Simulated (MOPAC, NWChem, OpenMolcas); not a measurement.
**C2H5AlO (SMILES [CH3][Al]1[CH2][O]1): methods side by side**

C2H5AlO has 9 atoms, charge 0, and is taken as a singlet. As SMILES, `[CH3][Al]1[CH2][O]1`. The coordinates come from a PBE0-D4/def2-TZVP relaxation.

Each level gives the dipole moment (D). The values are calculated.

```csv
level,kind,program,value (D),CPU time
PM6,semi-empirical,MOPAC,3.90,under 2 s
HF/6-31G* (spherical functions),Hartree–Fock,OpenMolcas,3.72,7.3 s
SVWN5/6-31G* (spherical functions),LDA,NWChem,2.93,19 s
revPBE/6-31G* (spherical functions),GGA,OpenMolcas,2.87,39 s
M06-L/6-31G* (spherical functions),meta-GGA,OpenMolcas,3.15,49 s
PBE0/6-31G* (spherical functions),global hybrid,OpenMolcas,3.17,37 s
B3LYP/6-31G* (Cartesian functions),global hybrid,NWChem,3.12,32 s
```

The values span 2.87 to 3.90 D. Magnitudes only. Times are those of the runs behind each value, whatever else they computed, on shared processors of several kinds: orders of magnitude only.
